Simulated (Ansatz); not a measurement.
Zr(NH2)F3 (ZrNF₃H₂). Charge 0, multiplicity 1. Geometry r2SCAN-D4/def2-SVP.

```xyz
7

Zr   -0.641    0.096   -0.437
N     1.008   -0.100    0.714
H     1.906    0.361    0.566
H     1.096   -0.699    1.536
F    -0.483    1.747   -1.386
F    -2.169   -0.057    0.700
F    -0.717   -1.348   -1.693
```

In the def2 sets Zr takes a core potential, while STO-3G treats all electrons; there is no spin–orbit coupling. HSE06 is defined as in plane-wave codes, on full-range PBE exchange.

**Question.** Estimate the orbital energies around the gap (eV) in Ansatz with HF/STO-3G, r2SCANh-D4/def2-TZVP, PBE0-D4/def2-SVP, r2SCAN0-D4/def2-TZVP, HSE06-D4/def2-TZVP.

**Answer.** 
```csv
orbital,HF/STO-3G,r2SCANh-D4/def2-TZVP,PBE0-D4/def2-SVP,r2SCAN0-D4/def2-TZVP,HSE06-D4/def2-TZVP
HOMO−5,-12.07,-11.27,-11.87,-12.38,-11.63
HOMO−4,-11.58,-10.92,-11.51,-12.07,-11.28
HOMO−3,-11.52,-10.81,-11.39,-11.95,-11.18
HOMO−2,-11.49,-10.73,-11.30,-11.88,-11.09
HOMO−1,-11.11,-10.43,-10.96,-11.41,-10.70
HOMO,-8.32,-7.60,-8.04,-8.43,-7.79
LUMO,7.22,-1.51,-0.98,-1.01,-1.52
LUMO+1,7.83,-1.04,-0.56,-0.57,-1.09
LUMO+2,8.55,-0.40,-0.31,-0.14,-0.82
LUMO+3,8.63,-0.20,0.31,0.25,-0.27
LUMO+4,9.17,-0.07,0.38,0.35,-0.17
LUMO+5,10.64,0.30,0.73,0.72,0.16
```
